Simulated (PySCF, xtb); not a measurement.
HO2, SMILES [O]O (connectivity only; charge and spin as stated), charge -1, multiplicity 1.

GFN2-xTB in xtb at its own geometry gives an orbital gap of 6.54 eV.

Geometry optimised at r2SCAN-D4/def2-TZVPD. The multiplicity is an assumed one; other spin states were not compared. The isomer is the one that the SMILES or the coordinates give; other isomers of the formula were not compared.

**Question.** What does HF/def2-TZVPD run with PySCF give? (An estimate is asked for; the answer gives what the named calculation found.)

**Answer.** gap 9.46 eV (levels -3.18 and 6.29 eV).
